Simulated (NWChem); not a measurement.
System: NbH$_{3}$O$_{4}$; SMILES [O]=[Nb]([OH])([OH])[OH]

NWChem input:

```
start job
memory heap 200 mb stack 900 mb global 1100 mb
geometry units angstroms
  Nb     0.000000     0.000000    -0.052287
  O      0.000000     0.000000     1.645184
  O     -0.741653     1.635085    -0.663307
  H     -1.089402     2.401836    -0.199177
  O     -1.045198    -1.459833    -0.663307
  H     -1.535350    -2.144368    -0.199177
  O      1.786851    -0.175252    -0.663307
  H      2.624752    -0.257468    -0.199177
end
basis spherical
  Nb library 3-21g
  O library 3-21g
  H library 3-21g
end
dft
  xc b3lyp
  iterations 150
end
driver
  maxiter 120
end
task dft optimize
```

The level has its own optimisation. Brackets give each atom's bonded neighbours.

**Question.** Give the results of this calculation. (B3LYP/3-21G, non-relativistic.) Quantities: r Nb–O [Nb(OOOO)–O(Nb)] (Å); r Nb–O [Nb(OOOO)–O(HNb)] (Å); r H–O (Å); dipole (D).

**Answer.** 
| Item | Value |
|---|---|
| r Nb–O [Nb(OOOO)–O(Nb)] (Å) | 1.736 |
| r Nb–O [Nb(OOOO)–O(HNb)] (Å) | 1.900 |
| r H–O (Å) | 0.985 |
| dipole (D) | 0.68 |
